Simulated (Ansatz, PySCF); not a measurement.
HSSi, SMILES [Si]=[SH+] (connectivity only; charge and spin as stated), charge +1, multiplicity 1.

Geometry optimised at B3LYP-D3(BJ)/def2-TZVP. The isomer is the one that the SMILES or the coordinates give; other isomers of the formula were not compared.

Vertical ionisation energy (IE) and electron affinity (EA) in eV. Rows of orbital energies are one-electron estimates. Where ΔSCF, EOM or ADC give a negative EA the extra electron is unbound and the value depends on the basis.

```csv
level,IE,EA
"−ε(HOMO), −ε(LUMO), ωB97X/def2-TZVPD (PySCF)",17.08,7.38
"−ε(HOMO), −ε(LUMO), M06-2X/def2-TZVPD (PySCF)",15.80,8.65
"−ε(HOMO), −ε(LUMO), PBE/def2-TZVPD (PySCF)",13.71,10.49
EOM-CCSD/aug-cc-pVDZ (PySCF),17.19,7.17
ADC(2)/aug-cc-pVDZ (PySCF),16.91,7.41
"ΔSCF, PBE0/def2-TZVPD (Ansatz), final states of multiplicity 2 and 2",17.29,7.45
"ΔSCF, PBE/def2-TZVPD (Ansatz), final states of multiplicity 2 and 2",?,?
```

### Question
Some entries are withheld; supply them. (Estimate from the structure and the level; the computed values follow.)

### Answer

- ΔSCF, PBE/def2-TZVPD (Ansatz, a program for electronic structure), final states of multiplicity 2 and 2, IE: 17.22
- ΔSCF, PBE/def2-TZVPD (Ansatz), final states of multiplicity 2 and 2, EA: 7.36

### Question
What vertical singlet–triplet gap does ΔSCF give with PBE0/def2-TZVPD (Ansatz) and with PBE/def2-TZVPD (Ansatz)? (An estimate is asked for; the answer gives what the named calculation found.)

### Answer
2.53 and 2.57 eV (triplet above singlet where positive).

### Question
Beyond the first one, list the lowest photoelectron lines from ADC(2)/aug-cc-pVDZ run with PySCF with their pole strengths (two spins summed). (An estimate is asked for; the answer gives what the named calculation found.)

### Answer
16.99 eV (1.84), 20.05 eV (1.77), 22.38 eV (1.74).
